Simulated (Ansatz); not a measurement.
Start from `C[SiH2]Br` and change one atom or group to get `C[SiH](N)Br`.

Ansatz, PBE0-D4/def2-TZVP geometries, multiplicity 1. Each molecule was computed in one conformer, which needn't be the lowest.

Scalar relativity is left out up to krypton.

```csv
property,`C[SiH2]Br`
size of the dipole moment (B3LYP/def2-TZVPP) / D,1.95
"ideal-gas entropy at 298 K and 1 bar (rigid rotor, harmonic PBE0-D4/def2-TZVP) / J/(mol·K)",310
HOMO energy (PBE0/def2-TZVPP) / eV,-8.26
LUMO energy (PBE0/def2-TZVPP) / eV,0.13
HOMO energy (B3LYP/def2-TZVPP) / eV,-8.01
HOMO–LUMO gap (PBE0/def2-TZVPP) / eV,8.39
```

Task: Give the same properties after the change, and the shifts. (Best estimate.)

Result: The calculation gave: 
```tsv
property	`C[SiH](N)Br`	shift
size of the dipole moment (B3LYP/def2-TZVPP) / D	2.17	0.22
ideal-gas entropy at 298 K and 1 bar (rigid rotor, harmonic PBE0-D4/def2-TZVP) / J/(mol·K)	343	33
HOMO energy (PBE0/def2-TZVPP) / eV	-7.71	0.55
LUMO energy (PBE0/def2-TZVPP) / eV	0.67	0.54
HOMO energy (B3LYP/def2-TZVPP) / eV	-7.45	0.56
HOMO–LUMO gap (PBE0/def2-TZVPP) / eV	8.38	-0.01
```

The zero-point energy changes by 48.5 kJ/mol with +6 modes. Dipoles are sizes alone; their direction can turn.

B3LYP here is the variant with VWN-RPA as its local correlation; programs differ in this.

Spin–orbit coupling is left out; it splits and shifts lone-pair levels of the heavy atoms by tenths of an eV.
